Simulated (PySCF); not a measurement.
Computed IR spectrum (relative IR intensity) of a molecule C₂H₇AlOS. The structure is a stationary point at PBE-D3(BJ)/def2-SVP. Other conformers were not sampled. All values below come from PySCF with PBE-D3(BJ)/def2-SVP. Frequencies are harmonic and unscaled.

Lines under 2 % of the strongest are left out, and lines within 2 cm⁻¹ are merged.

ν (cm⁻¹): 153 (vw), 253 (vw), 440 (m), 469 (w), 610 (m), 683 (vw), 716 (m), 933 (vw), 954 (w), 1139 (m), 1201 (vs), 1281 (vw), 1433 (w), 1907 (s), 2907 (m), 2982 (w), 2986 (w), 2993 (w) (against the strongest line: vs over 80 %, s over 45 %, m over 15 %, w over 4 %, vw less)

### Question
Identify the compound among the candidates.
A) C[S][Al]([CH3])[OH]
B) C[O][AlH][S]C
C) C[O][Al]([CH3])[SH]

### Answer
B, C[O][AlH][S]C
